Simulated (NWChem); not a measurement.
System: C$_{2}$H$_{4}$O$_{3}$S; SMILES S(=O)(=O)(C=C)O

The following NWChem deck was run.

```
start job
memory heap 200 mb stack 900 mb global 1100 mb
geometry units angstroms noautosym nocenter noautoz
  C     -0.045974    -2.305954    -0.038012
  C      0.638860    -1.182133    -0.282410
  S     -0.127103     0.407931    -0.035649
  O     -1.480752     0.219896     0.495434
  O      0.159427     1.250703    -1.212476
  O      0.821339     0.993154     1.201002
  H     -1.074815    -2.254813     0.352579
  H      0.403405    -3.293941    -0.222695
  H      1.664608    -1.123091    -0.678083
  H      1.296649     1.758050     0.809626
end
basis spherical
  * library def2-svp
end
dft
  xc b3lyp
  iterations 150
  mulliken
end
task dft energy
esp
  recalculate
  probe 0.07
  range 0.3
  factor 1.0
  spacing 0.02
end
task esp
```

Geometry: optimised at PBE-D3(BJ)/def2-SVP.

Atomic charges in e: unrestrained fits to the electrostatic potential beside Mulliken populations; buried atoms are poorly determined by the fit.

Atoms are numbered as in the input.

Give the results of this calculation. (B3LYP/def2-SVP.) Quantities: ESP C1; Mulliken C1; ESP C2; Mulliken C2; ESP S3; Mulliken S3; ESP O4; Mulliken O4; ESP O5; Mulliken O5; relative RMS misfit of the potential (%).


| Item | Result |
|---|---|
| ESP C1 | -0.18 |
| Mulliken C1 | 0.03 |
| ESP C2 | -0.23 |
| Mulliken C2 | -0.11 |
| ESP S3 | 1.26 |
| Mulliken S3 | 0.94 |
| ESP O4 | -0.52 |
| Mulliken O4 | -0.44 |
| ESP O5 | -0.58 |
| Mulliken O5 | -0.47 |
| relative RMS misfit of the potential (%) | 16 |
